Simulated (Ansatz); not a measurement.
Steps of a relaxation of C$_{7}$H$_{18}$CuPS, SMILES `CC[P+](CC)(CC)[Cu-][S]C` with RKS PBE0-D4/def2-TZVP.

```sh
$ ansatz run in.yaml --threads 11 --pin off --events-out ev --progress --plain --max-ram 174080MiB --backend cuda --devices 0, --max-vram 75GiB
```

```yaml
crystal:
  periodic: [false, false, false]
  atoms:
    - {symbol: C, position_ang: [-1.195410, -0.361740, -2.390320]}
    - {symbol: C, position_ang: [-0.859130, 0.704320, -1.354390]}
    - {symbol: P, position_ang: [-0.369860, -0.064960, 0.250450]}
    - {symbol: C, position_ang: [-1.929690, -0.815410, 0.897160]}
    - {symbol: C, position_ang: [-3.167450, 0.073030, 0.925780]}
    - {symbol: C, position_ang: [-0.145370, 1.418490, 1.329220]}
    - {symbol: C, position_ang: [1.221760, 2.053610, 1.098130]}
    - {symbol: Cu, position_ang: [1.314130, -1.471770, 0.110840]}
    - {symbol: S, position_ang: [2.911310, -2.965660, -0.062390]}
    - {symbol: C, position_ang: [4.396040, -1.940670, -0.355900]}
    - {symbol: H, position_ang: [-0.384070, -1.086470, -2.459470]}
    - {symbol: H, position_ang: [-1.338750, 0.088820, -3.370110]}
    - {symbol: H, position_ang: [-2.105380, -0.894650, -2.122940]}
    - {symbol: H, position_ang: [0.001630, 1.288250, -1.693570]}
    - {symbol: H, position_ang: [-1.695290, 1.391620, -1.200720]}
    - {symbol: H, position_ang: [-1.690950, -1.164740, 1.907520]}
    - {symbol: H, position_ang: [-2.115180, -1.707350, 0.290510]}
    - {symbol: H, position_ang: [-3.449440, 0.391850, -0.074500]}
    - {symbol: H, position_ang: [-4.002600, -0.483540, 1.346440]}
    - {symbol: H, position_ang: [-3.006870, 0.954160, 1.541880]}
    - {symbol: H, position_ang: [-0.942320, 2.141900, 1.138440]}
    - {symbol: H, position_ang: [-0.225000, 1.076050, 2.365340]}
    - {symbol: H, position_ang: [1.296180, 2.465690, 0.093810]}
    - {symbol: H, position_ang: [1.395010, 2.857820, 1.810060]}
    - {symbol: H, position_ang: [2.008430, 1.309270, 1.219780]}
    - {symbol: H, position_ang: [5.238320, -2.619420, -0.457650]}
    - {symbol: H, position_ang: [4.562890, -1.274110, 0.487550]}
    - {symbol: H, position_ang: [4.277080, -1.364380, -1.270950]}
basis:
  gaussian: {orbitals: def2-TZVP}
hamiltonian: {xc: pbe0, dispersion: d4}
relax: {f_tol: 0.005, max_steps: 150}
```

Positions (Å) and forces (eV/Å) along the path, 6 of 35 steps:

```xyz
28
step=1 energy=-72301.2119 eV
C    -1.195   -0.362   -2.390    0.099    0.205    0.159
C    -0.859    0.704   -1.354    0.140   -0.376    0.053
P    -0.370   -0.065    0.250   -0.501    0.498    0.137
C    -1.930   -0.815    0.897    0.093    0.057   -0.134
C    -3.167    0.073    0.926    0.321   -0.200   -0.009
C    -0.145    1.418    1.329    0.331   -0.254   -0.153
C     1.222    2.054    1.098   -0.222   -0.130    0.072
Cu    1.314   -1.472    0.111    0.283   -0.320   -0.015
S     2.911   -2.966   -0.062   -0.402    0.343    0.050
C     4.396   -1.941   -0.356   -0.431   -0.106    0.071
H    -0.384   -1.086   -2.459    0.037   -0.095   -0.072
H    -1.339    0.089   -3.370   -0.052    0.003   -0.126
H    -2.105   -0.895   -2.123   -0.114   -0.101   -0.019
H     0.002    1.288   -1.694   -0.034    0.040    0.061
H    -1.695    1.392   -1.201    0.047    0.032    0.040
H    -1.691   -1.165    1.908    0.039   -0.062   -0.082
H    -2.115   -1.707    0.291    0.031   -0.025    0.085
H    -3.449    0.392   -0.074   -0.079    0.087   -0.111
H    -4.003   -0.484    1.346   -0.136   -0.016    0.042
H    -3.007    0.954    1.542   -0.038    0.145    0.055
H    -0.942    2.142    1.138   -0.063   -0.079    0.050
H    -0.225    1.076    2.365   -0.070    0.014   -0.014
H     1.296    2.466    0.094    0.074    0.071   -0.106
H     1.395    2.858    1.810    0.054    0.123    0.043
H     2.008    1.309    1.220    0.116   -0.003    0.010
H     5.238   -2.619   -0.458    0.166    0.006   -0.028
H     4.563   -1.274    0.488    0.157    0.071   -0.019
H     4.277   -1.364   -1.271    0.156    0.072   -0.039
28
step=3 energy=-72301.2632 eV
C    -1.197   -0.375   -2.396    0.026    0.037    0.025
C    -0.847    0.680   -1.356    0.008   -0.056    0.051
P    -0.389   -0.059    0.259   -0.029    0.021    0.000
C    -1.940   -0.815    0.888    0.013    0.085   -0.010
C    -3.172    0.077    0.921    0.038   -0.050    0.005
C    -0.115    1.395    1.344    0.010   -0.029   -0.091
C     1.234    2.058    1.094   -0.049   -0.028    0.022
Cu    1.290   -1.464    0.131    0.012   -0.015   -0.002
S     2.862   -2.912   -0.041    0.079    0.063   -0.010
C     4.369   -1.924   -0.350   -0.081   -0.045    0.020
H    -0.389   -1.104   -2.501   -0.007    0.010    0.003
H    -1.365    0.086   -3.372   -0.009   -0.003    0.001
H    -2.105   -0.920   -2.128    0.001   -0.002    0.001
H     0.021    1.260   -1.681    0.001    0.000   -0.011
H    -1.669    1.387   -1.208   -0.001    0.011   -0.019
H    -1.695   -1.186    1.888   -0.010   -0.009    0.003
H    -2.116   -1.705    0.277   -0.005   -0.009   -0.003
H    -3.455    0.414   -0.078    0.000    0.004    0.000
H    -4.023   -0.469    1.334    0.000    0.008   -0.002
H    -3.017    0.960    1.543   -0.004    0.003    0.001
H    -0.935    2.106    1.203    0.016    0.008    0.026
H    -0.175    1.029    2.373    0.009   -0.004    0.008
H     1.303    2.465    0.083    0.001   -0.003   -0.001
H     1.392    2.883    1.793   -0.001    0.004   -0.008
H     2.050    1.343    1.223   -0.013    0.006    0.000
H     5.203   -2.620   -0.455    0.008   -0.003   -0.002
H     4.590   -1.251    0.480   -0.006   -0.006   -0.001
H     4.292   -1.342   -1.269   -0.006   -0.002   -0.002
28
step=12 energy=-72301.2656 eV
C    -1.186   -0.375   -2.384   -0.001   -0.001   -0.004
C    -0.813    0.670   -1.343   -0.004    0.002   -0.001
P    -0.389   -0.078    0.274    0.006   -0.001    0.000
C    -1.955   -0.812    0.880   -0.002   -0.004   -0.002
C    -3.176    0.093    0.901   -0.003    0.004    0.000
C    -0.112    1.368    1.361   -0.002    0.002    0.008
C     1.221    2.050    1.092    0.003    0.000   -0.002
Cu    1.290   -1.487    0.179   -0.001    0.001    0.001
S     2.896   -2.903    0.074    0.002   -0.001    0.001
C     4.352   -1.904   -0.376    0.000    0.006   -0.001
H    -0.392   -1.117   -2.494    0.001    0.000    0.000
H    -1.351    0.091   -3.358    0.000    0.000    0.000
H    -2.102   -0.904   -2.114    0.000    0.000    0.000
H     0.073    1.223   -1.666    0.000   -0.002    0.002
H    -1.615    1.403   -1.207    0.000   -0.001    0.000
H    -1.731   -1.193    1.882    0.001    0.002   -0.001
H    -2.136   -1.698    0.265    0.000    0.001    0.000
H    -3.436    0.445   -0.099    0.000    0.000    0.000
H    -4.042   -0.446    1.291    0.000   -0.001    0.000
H    -3.023    0.968    1.536    0.000   -0.001    0.000
H    -0.942    2.073    1.252    0.001   -0.001   -0.001
H    -0.142    0.990    2.388    0.001    0.001   -0.002
H     1.269    2.459    0.081    0.000   -0.001    0.002
H     1.380    2.877    1.788   -0.001    0.000    0.000
H     2.050    1.347    1.206   -0.002    0.001    0.000
H     5.206   -2.579   -0.459   -0.001    0.001    0.000
H     4.584   -1.157    0.384    0.000   -0.004   -0.004
H     4.222   -1.404   -1.337    0.000   -0.003    0.004
28
step=25 energy=-72301.2664 eV
C    -1.083   -0.399   -2.351    0.001    0.002    0.001
C    -0.751    0.662   -1.312    0.000   -0.004    0.001
P    -0.379   -0.060    0.329   -0.001    0.002    0.001
C    -1.959   -0.805    0.886    0.000    0.002   -0.001
C    -3.189    0.087    0.848    0.003   -0.002    0.000
C    -0.160    1.403    1.408    0.002   -0.001   -0.002
C     1.173    2.099    1.176   -0.002   -0.001    0.001
Cu    1.317   -1.452    0.308    0.000   -0.001   -0.001
S     2.944   -2.848    0.294    0.001    0.004   -0.001
C     4.301   -1.957   -0.535   -0.001    0.010   -0.003
H    -0.285   -1.141   -2.420    0.000    0.000    0.000
H    -1.213    0.052   -3.336    0.000    0.000    0.000
H    -2.007   -0.927   -2.106    0.000    0.000    0.000
H     0.143    1.216   -1.612    0.000    0.000    0.000
H    -1.560    1.392   -1.214    0.000    0.000    0.000
H    -1.770   -1.169    1.901    0.000    0.000    0.000
H    -2.107   -1.700    0.276    0.000    0.000    0.000
H    -3.414    0.426   -0.165    0.000    0.000    0.000
H    -4.064   -0.458    1.210    0.000    0.000    0.000
H    -3.071    0.971    1.479    0.000    0.000    0.000
H    -0.995    2.095    1.261    0.000    0.000    0.000
H    -0.220    1.037    2.438   -0.001    0.000    0.000
H     1.251    2.497    0.162    0.000    0.000    0.000
H     1.297    2.936    1.867    0.000    0.000    0.000
H     2.006    1.408    1.328    0.000    0.000    0.000
H     5.162   -2.626   -0.573    0.000    0.003   -0.001
H     4.592   -1.059    0.012   -0.004   -0.012   -0.007
H     4.041   -1.680   -1.558    0.003   -0.004    0.013
28
step=31 energy=-72301.2665 eV
C    -1.052   -0.404   -2.343    0.000    0.000    0.000
C    -0.736    0.661   -1.304    0.000    0.001    0.000
P    -0.376   -0.053    0.343    0.001    0.001    0.000
C    -1.958   -0.803    0.887    0.001   -0.001    0.000
C    -3.191    0.083    0.836    0.000    0.001    0.000
C    -0.174    1.415    1.418   -0.001    0.000    0.000
C     1.160    2.113    1.202    0.000    0.000    0.000
Cu    1.328   -1.436    0.342   -0.002   -0.002    0.001
S     2.965   -2.819    0.357    0.010    0.009   -0.008
C     4.282   -1.975   -0.579   -0.007   -0.002    0.004
H    -0.249   -1.143   -2.403    0.000    0.000    0.000
H    -1.175    0.043   -3.331    0.000    0.000    0.000
H    -1.976   -0.936   -2.105    0.000    0.000    0.000
H     0.158    1.219   -1.597    0.000    0.000    0.000
H    -1.549    1.388   -1.216    0.000    0.000    0.000
H    -1.776   -1.165    1.904    0.000    0.000    0.000
H    -2.096   -1.701    0.278    0.000    0.000    0.000
H    -3.409    0.419   -0.180    0.000    0.000    0.000
H    -4.067   -0.464    1.192    0.000    0.000    0.000
H    -3.082    0.969    1.466    0.000    0.000    0.000
H    -1.009    2.104    1.258    0.000    0.000    0.000
H    -0.248    1.052    2.449    0.000    0.000    0.000
H     1.251    2.506    0.187    0.000    0.000    0.000
H     1.273    2.953    1.890    0.000    0.000    0.000
H     1.992    1.424    1.368    0.000    0.000    0.000
H     5.150   -2.637   -0.602    0.000    0.000    0.000
H     4.582   -1.039   -0.106   -0.003   -0.006   -0.002
H     3.983   -1.773   -1.609    0.001   -0.001    0.006
28
step=35 energy=-72301.2665 eV
C    -1.036   -0.407   -2.337    0.000    0.000    0.000
C    -0.725    0.660   -1.299    0.000   -0.001    0.001
P    -0.374   -0.051    0.351    0.000    0.001    0.001
C    -1.957   -0.803    0.887    0.000    0.001    0.000
C    -3.192    0.081    0.828    0.001   -0.001    0.000
C    -0.181    1.419    1.426    0.000    0.000   -0.001
C     1.151    2.123    1.212   -0.001    0.000    0.000
Cu    1.333   -1.429    0.362    0.000    0.000   -0.002
S     2.977   -2.805    0.386    0.003    0.002   -0.002
C     4.271   -1.985   -0.602   -0.004    0.002    0.001
H    -0.234   -1.147   -2.390    0.000    0.000    0.000
H    -1.153    0.038   -3.327    0.000    0.000    0.000
H    -1.961   -0.938   -2.103    0.000    0.000    0.000
H     0.171    1.217   -1.588    0.000    0.000    0.000
H    -1.538    1.387   -1.217    0.000    0.000    0.000
H    -1.782   -1.162    1.906    0.000    0.000    0.000
H    -2.090   -1.702    0.279    0.000    0.000    0.000
H    -3.403    0.415   -0.190    0.000    0.000    0.000
H    -4.069   -0.468    1.178    0.000    0.000    0.000
H    -3.089    0.967    1.457    0.000    0.000    0.000
H    -1.018    2.105    1.263    0.000    0.000    0.000
H    -0.255    1.058    2.457    0.000    0.000    0.000
H     1.241    2.519    0.198    0.000    0.000    0.000
H     1.259    2.962    1.902    0.000    0.000    0.000
H     1.985    1.437    1.377    0.000    0.000    0.000
H     5.140   -2.646   -0.624    0.000    0.000    0.000
H     4.579   -1.036   -0.161   -0.001   -0.003   -0.002
H     3.950   -1.812   -1.629    0.001    0.000    0.004
```

Run time 58 s (11 threads of an AMD EPYC 7R13 on a shared host and a whole NVIDIA H100 80 GB); peak host memory 1.2 GiB.
